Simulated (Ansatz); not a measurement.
`C#C[SiH2]CN` → `C#C[SiH2]N` + `[CH2]` (triplet)  (formal loss of a carbene)

Isolated molecules relaxed with PBE0-D4/def2-TZVP in Ansatz; ΔE leaves out vibrations. CCSD(T)/CBS is the MP2 limit (def2-TZVPP, def2-QZVPP) plus CCSD(T) − MP2 in def2-TZVPP, frozen cores. This one scheme is used for every species. DFT in def2-TZVPP. B3LYP here is the variant with VWN-RPA as its local correlation; programs differ in this. Triplets are unrestricted, without spin–orbit coupling. One conformer a species, not always the lowest.

| level | ΔE (eV) | difference from CCSD(T)/CBS |
| --- | --- | --- |
| PBE-D4 | 3.63 | 0.17 |
| r2SCAN-D4 | 3.24 | -0.22 |
| ωB97M-V | 3.51 | 0.05 |
| B2PLYP | 3.35 | -0.11 |
| r2SCAN | 3.22 | -0.24 |
| PBE0 | 3.44 | -0.02 |
| B3LYP | 3.29 | -0.17 |
| HF/def2-TZVPP | 1.87 | -1.59 |
| MP2/def2-TZVPP | 3.45 | -0.01 |
| SCS-MP2/def2-TZVPP | 3.46 | 0.00 |
| CCSD/def2-TZVPP | 3.23 | -0.23 |
| HF/def2-QZVPP | 1.86 | -1.60 |
| MP2/def2-QZVPP | 3.51 | 0.05 |
| SCS-MP2/def2-QZVPP | 3.53 | 0.07 |
| HF/CBS(def2) | 1.86 | -1.60 |
| MP2/CBS(def2) | 3.55 | 0.09 |
| CCSD(T)/CBS | 3.46 | 0 |

Largest T1 diagnostic among the species: 0.012.

In def2-TZVPP, CCSD(T) changes the Hartree–Fock value by +1.49 eV (the triples alone add +0.13 eV) and MP2 by +1.58 eV. From PBE to PBE0 (25 % exact exchange), in def2-TZVPP and without D4, ΔE moves by −0.12 eV.
